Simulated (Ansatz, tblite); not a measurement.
Isomers of GeCl4 (singlet), found by a short tight-binding search and relaxed with PBE-D4/def2-SVP in Ansatz.

The xTB rows come from tblite. LC-ωPBE has ω = 0.4 bohr⁻¹. Correlated methods freeze 29 core orbitals; core or outer-core shells of Ge are correlated, in sets that lack core-valence functions.

Run but left out: HF/STO-3G (A: restricted singlet, unstable in another Hartree–Fock run and untested here); HF/def2-TZVP, HF/def2-TZVPP (A: restricted singlet, unstable towards broken spin symmetry).

A: The restricted singlet is unstable towards broken spin symmetry in Hartree–Fock (as tested in another run); at PBE-D4/def2-SVP, PBE-D4/def2-TZVP, r2SCAN-D4/def2-TZVP, PBE0-D4/def2-SVP and others this wasn't settled. At MP2/def2-TZVP, CCSD(T)/def2-TZVPP the restricted singlet (for correlated methods, its reference) is unstable: a solution with broken spin symmetry lies lower.

Other spin states weren't relaxed.

A:

Cartesian coordinates in Å:
```
Ge -0.8780 0.0100 -0.7120
Cl 2.3943 -1.4434 2.0689
Cl 0.6281 -1.1534 0.6124
Cl -2.1597 1.4151 0.3628
Cl 0.0153 1.1718 -2.3320
```

B:

Cartesian coordinates in Å:
```
Ge 0.0004 0.0003 -0.0005
Cl -2.0922 -0.4708 0.0737
Cl 0.9730 -1.2848 -1.4184
Cl 0.2535 2.0469 -0.5966
Cl 0.8654 -0.2916 1.9418
```

C:

```tsv
atom	x (Å)	y (Å)	z (Å)
Ge1	0.517	0.677	-1.240
Cl2	-2.462	-1.627	0.699
Cl3	-1.024	-0.049	0.862
Cl4	2.076	-0.874	-1.034
Cl5	0.894	1.874	0.713
```

Estimate their order by electronic energy at PBE0-D4/def2-TZVP, counted from the lowest.

B (0.00) < A (3.53) < C (3.59), in eV.

Do the other levels pick the same lowest one?

All that were run do. Energies above each level's lowest (eV):

| level | A | B | C |
| --- | --- | --- | --- |
| GFN1-xTB | 3.28 | 0.00 | 4.09 |
| GFN2-xTB | 1.90 | 0.00 | 1.87 |
| PBE-D4/def2-SVP | 2.94 | 0.00 | 3.11 |
| PBE-D4/def2-TZVP | 2.86 | 0.00 | 3.03 |
| r2SCAN-D4/def2-TZVP | 3.32 | 0.00 | 3.54 |
| PBE0-D4/def2-SVP | 3.58 | 0.00 | 3.63 |
| PBE0-D4/def2-TZVP | 3.53 | 0.00 | 3.59 |
| CAM-B3LYP-D4/def2-TZVP | 3.72 | 0.00 | 3.57 |
| LC-ωPBE/def2-TZVP | 4.36 | 0.00 | 4.11 |
| ωB97X-V/def2-TZVP | 4.15 | 0.00 | 3.90 |
| MP2/def2-TZVP | 3.93 | 0.00 | 4.15 |
| MP2/def2-TZVPP | 3.94 | 0.00 | 4.16 |
| CCSD/def2-TZVPP | 4.11 | 0.00 | 4.04 |
| CCSD(T)/def2-TZVPP | 3.82 | 0.00 | 3.93 |
Point groups (tolerance 0.1 Å): A Cs, B Td, C not assigned. Lower isomers may exist.
